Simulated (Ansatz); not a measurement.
HNP (SMILES [NH+]#P), charge 1, multiplicity 1, relaxed at each level with Ansatz (an electronic-structure program); harmonic frequencies from differences of analytic forces, average atomic masses, frozen cores.

```csv
level,N1–P2 (Å),N1–H3 (Å),P2–N1–H3 (°),dipole (D)
HF/def2-TZVPP,1.4232,0.9983,180.0,-
PBE/def2-TZVPP,1.4692,1.0224,180.0,-
r2SCAN/def2-TZVPP,1.4572,1.0146,180.0,-
B3LYP/def2-TZVPP,1.4549,1.0141,180.0,-
PBE0/def2-TZVPP,1.4511,1.0135,180.0,-
wB97X-V/def2-TZVPP,1.4476,1.0142,180.0,-
MP2/cc-pV(T+d)Z,1.4762,1.0164,180.0,-
CCSD(T)/cc-pV(D+d)Z,1.4807,1.0262,180.0,-
CCSD(T)/cc-pV(T+d)Z,1.4682,1.0143,180.0,-
```

Doubts at one or more of the structures used: a restricted determinant that unrestricted orbitals would lower (MP2/cc-pV(T+d)Z, CCSD(T)/cc-pV(D+d)Z, CCSD(T)/cc-pV(T+d)Z).
